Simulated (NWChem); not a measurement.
System: SeCl2; SMILES Cl[Se]Cl

The following NWChem deck was run.

```
start job
memory heap 200 mb stack 900 mb global 1100 mb
geometry units angstroms noautosym nocenter noautoz
  Se     0.000000     0.000000     0.687441
  Cl    -1.711116     0.000000    -0.687017
  Cl     1.711116     0.000000    -0.687017
end
basis spherical
  * library pcsseg-1
end
dft
  xc bhlyp
  iterations 150
end
property
  shielding 2 1 2
end
task dft property
```

The geometry was optimised at B3LYP/6-31G* (spherical d).

GIAO values for the isolated, static molecule; σ is the absolute isotropic shielding. Spin-orbit effects, on the heavy nuclei and on their neighbours, are missing.

Atoms are numbered as in the input.

Problem. Give the results of this calculation. (BHandHLYP/pcSseg-1, GIAO.) Quantities: σ Se1 (ppm); σ Cl2 (ppm).

Solution. 
| Property | Result |
|---|---|
| σ Se1 (ppm) | -658.7 |
| σ Cl2 (ppm) | 789.9 |
